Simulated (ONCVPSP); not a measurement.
What one change does to a pseudopotential (magnesium (Mg), ONCV)

ONCVPSP 4.0.1 input, shortened (lines: element, Z, core and valence counts, functional; n l f; lmax; l rc ep ncon nbas qcut; lloc lpopt rc5 dvloc0; l nproj debl; icmod fcfact rcfact), BLYP, scalar-relativistic:

```
  Mg 12.00    3    1  -106131      upf
    1    0    2.00
    2    0    2.00
    2    1    6.00
    3    0    2.00
    2
    0    2.25    0.00    5    9    2.60
    1    2.15    0.26    4    7    3.40
    2    2.00    0.05    4    8    5.40
    4    5    1.55    0.00
    0    2    3.00
    1    2    3.60
    2    2    3.60
    0    0.00    0.00
```

Change: s: nproj 1.

Cutoffs: the cutoffs (Ha) at which the residual kinetic energy of the hardest occupied pseudo-wave falls to 1 and 0.1 mHa per electron; they do not see the model core or the augmentation charge, which bear on the density cutoff. Errors are all-electron minus pseudo energies relative to the spin-unpolarised reference configuration.

Question: Predict the effect on cutoff, ghosts and configuration errors.

Answer: The potential gets neither clearly harder nor softer (4.1 Ha and 23 Ha → 4.1 Ha and 23 Ha); the errors of the 3 common tests hardly move; the range in which the s phases agree narrows (upper end 3.2 → 0.6); neither file shows a bound ghost.

```csv
quantity,base,changed
"cutoff, loose",4.1 Ha,4.1 Ha
"cutoff, tight",23 Ha,23 Ha
bound ghosts,none,none
GHOST(+) flags under 300 eV,s at 111.9 eV,none
tests with a reliable result,3 of 4,3 of 4
"error for 3s1, meV [ΔE 7.89 eV]",+38,+41
"error for 3s1.5, meV [ΔE 3.09 eV]",+5.4,+6.1
"error for 3s1 3p1, meV [ΔE 3.53 eV]",+25,+25
s: phases at 2.28 bohr within 0.05 rad from the reference energy up to (Ha; the scan ends near 5),3.2,0.6
p: phases at 2.18 bohr within 0.05 rad from the reference energy up to (Ha; the scan ends near 5),to the end of the scan,to the end of the scan
d: phases at 2.03 bohr within 0.05 rad from the reference energy up to (Ha; the scan ends near 5),to the end of the scan,to the end of the scan
```

Base: The cutoffs count occupied waves only; projector 2 of the d channel, the hardest unoccupied one, needs 40 Ha at the loose tolerance. Changed file: The cutoffs count occupied waves only; projector 2 of the d channel, the hardest unoccupied one, needs 40 Ha at the loose tolerance.
